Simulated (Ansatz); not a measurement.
A run for Ansatz (a program for electronic structure): R-revPBE/def2-TZVPPD on HF (SMILES F). Files ending in .json are basis or fitting sets from the Basis Set Exchange.

Ansatz 0.2 input:
```yaml
crystal:
  periodic: [false, false, false]
  atoms:
    - {symbol: F, position_ang: [0.85322359, 0.72045656, 3.98835066]}
    - {symbol: H, position_ang: [0.40223778, 0.82998743, 3.17111084]}
basis:
  gaussian:
    orbitals: def2-TZVPPD.json
hamiltonian:
  xc: {name: revPBE}
scf: {lower_state_search: off}
```

The head of its log:

```
WARN ansatz: RAYON_NUM_THREADS=1 ignored (pool sized by the plan → 1); use --threads N
Functional definition: revPBE
these checks for a lower state are left out or cut short: stability, starts, cluster_reference, orbital_swaps, neighbouring_geometries, increment
integrals: 0.00 GiB planned
256 factors; their error is unknown
mean field: 0.08 GiB planned
mean field evaluation 1: about -2732.0525 eV, gradient 3.4e1 eV
mean field evaluation 2: about -2725.8783 eV, gradient 7.5e1 eV
```

Give the final energy of this run.

-100.4609 hartree.
